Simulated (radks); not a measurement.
All-electron atom: Mo XXXIV in [He] 2s2 2p5 (the NIST ground configuration). Method: non-relativistic Kohn-Sham, PBE, spin-polarised, spherical densities, point nucleus; open shells are filled with parallel spins first (spin-orbit coupling, left out, can overturn this in heavy ions); relativity is left out, which matters for an element this heavy; computed with a radial shooting solver on a logarithmic mesh with Libxc functionals. Some entries of the table are withheld. Estimate them.

orbital,occ.,eigenvalue (eV),<r^2> (bohr^2)
1s up,1,-21345.71,0.001759
1s down,1,-21338.29,0.001757
2s up,1,-4517.858,0.02776
2s down,1,-4506.145,0.02783
2p up,3,-4346.258,0.02087
2p down,2,-4331.810,0.02093
3s up,0,(1),0.1507
3s down,0,(2),0.1511
3p up,0,(3),0.1382
3p down,0,(4),0.1386

Answer. 
(1) 3s up eigenvalue (eV): -1866.609
(2) 3s down eigenvalue (eV): -1863.578
(3) 3p up eigenvalue (eV): -1809.203
(4) 3p down eigenvalue (eV): -1805.707
